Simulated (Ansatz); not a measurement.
The same path of CH4F4Zr (10 atoms, charge 0, multiplicity 1) was run twice with different band settings. Lost on the way: Zr1–C2, H6–F7. Made: C2–H6.

These are results of RKS B3LYP-D4/def2-SVP in Ansatz 0.2.0, not measurements.

Relaxed end points:

```xyz
10
Properties=species:S:1:pos:R:3
Zr -0.565 0.657 -0.749
C 0.480 -1.129 0.166
F -1.050 -0.113 -2.425
F -2.237 1.022 0.108
F 0.633 2.072 -1.229
H 0.520 0.560 1.803
F 0.216 1.368 1.440
H 1.581 -1.047 0.084
H 0.234 -1.370 1.220
H 0.189 -2.022 -0.417
```

```xyz
10
Properties=species:S:1:pos:R:3
Zr -0.483 1.417 -0.733
C 0.496 -1.452 0.749
F 0.579 0.378 -1.926
F -2.101 0.523 -0.257
F -0.980 2.994 -1.670
H 0.912 -0.491 1.087
F 0.507 1.971 0.802
H 1.090 -1.841 -0.089
H 0.534 -2.154 1.593
H -0.555 -1.343 0.443
```

Common settings: spring 5.0 eV/Å²; optimiser quadratic models (default); start path through a guess of the saddle point; force threshold 0.03 eV/Å; iteration limit 60; end points relaxed.

| run | movable images | climbing image |
| --- | --- | --- |
| 1 | 7 | yes |
| 2 | 6 | no |

(1) What does each run give, and how far can it be trusted?

## Answers

(1) Run 1: converged after 25 iterations, highest image 0.000 eV above the first end. The highest image is an end point: on this band no image between the ends rises above it. A vibrational analysis next to that end finds imaginary modes (74i cm⁻¹), so it isn't a minimum.
Run 2: converged after 20 iterations, highest image 0.000 eV above the first end. The highest image is an end point: on this band no image between the ends rises above it.
The orbitals stay closed-shell, which can raise the energy where a bond breaks towards radicals; this wasn't checked here.
